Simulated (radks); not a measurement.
The mean radii <r> (bohr) of the occupied orbitals of an atom or ion are listed with their occupations. All-electron calculation, scalar-relativistic Kohn-Sham, exchange-only B88, spin-polarised, spherical densities, finite nucleus; Fermi nuclear charge, rms radius of each element as measured or else 0.836 A^(1/3) + 0.57 fm. Program: a radial shooting solver on a logarithmic mesh with Libxc functionals.

orbital  occ.      <r>
1s up       1  0.02722
1s down     1  0.02722
2s up       1   0.1172
2s down     1   0.1172
2p up       3   0.1025
2p down     3   0.1025
3s up       1   0.3141
3s down     1   0.3141
3p up       3   0.3122
3p down     3   0.3121
3d up       5   0.2886
3d down     5   0.2886
4s up       1   0.7396
4s down     1   0.7395
4p up       3   0.7916
4p down     3   0.7909
4d up       5   0.9191
4d down     5   0.9139
5s up       1    1.839
5s down     1    1.826
5p up       2    2.120

Name the element and its charge. Open shells, if any, are filled with parallel spins first.

Answer. Z = 53, iodine, charge +3: I3+ in [Kr] 4d10 5s2 5p2. The 1s radius gives Z: for a bare nucleus <r> = (2 gamma + 1)/(2Z) with gamma = sqrt(1 - (Z/c)^2), 0.02683 bohr for Z = 53, and screening makes it slightly larger (0.02722 here). The occupations add up to 50, and the charge is Z minus that.
